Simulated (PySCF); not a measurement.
## UHF on N (nitrogen, neutral)

Configuration: [He] 2s2 2p3, high-spin 4S determinant. Calculation: PySCF 2.14, in cc-pVDZ (3s2p1d, 14 functions); the non-relativistic Hamiltonian (point nucleus).

- Total energy: -54.391115 hartree
- One-electron energy: -73.9611 hartree
- Hartree (Coulomb) energy: 26.1799 hartree
- Exchange energy: -6.6099 hartree
- Kinetic energy: 54.40169 hartree
- ⟨S²⟩: 3.7540
- ⟨L²⟩: 0.000
- Sum of ⟨r⟩: 7.311 bohr
- Sum of ⟨r²⟩: 11.84 bohr²
- Density at the nucleus (Gaussians lack the cusp): 197 bohr⁻³
- Spin density at the nucleus: 0.278 bohr⁻³
- Langevin diamagnetic susceptibility: -9.37 ×10⁻⁶ cm³/mol
- Time after the integrals: 0.03 s of wall time on 1 thread of Neoverse-V2 (shared host)

| shell | electrons | mean orbital energy (hartree) | rms radius, mean of both spins (bohr) |
| --- | --- | --- | --- |
| 1s α | 1 | -15.66910 | 0.265 |
| 1s β | 1 | -15.57794 | 0.265 |
| 2s α | 1 | -1.15761 | 1.47 |
| 2s β | 1 | -0.72483 | 1.47 |
| 2p α | 3 | -0.56390 | 1.57 |
